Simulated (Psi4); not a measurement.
A dimer, H2O ··· CS2 (SMILES O and S=C=S); the first 3 atoms form monomer A.

```
6

O     -0.0002     0.3896     0.0000
H     -0.7649    -0.1951     0.0000
H      0.7651    -0.1945     0.0000
S     -1.7029     3.2632    -0.4548
C     -0.1552     3.3803    -0.4124
S      1.3925     3.4974    -0.3700
```

Question: What interaction energy does SAPT0/jun-cc-pVDZ, frozen core (Psi4) give, and which attractive term is the largest?

Answer: Total -0.50 kcal/mol: electrostatics -2.03, exchange 3.66, induction -0.61, dispersion -1.52. The most attractive term is electrostatics.
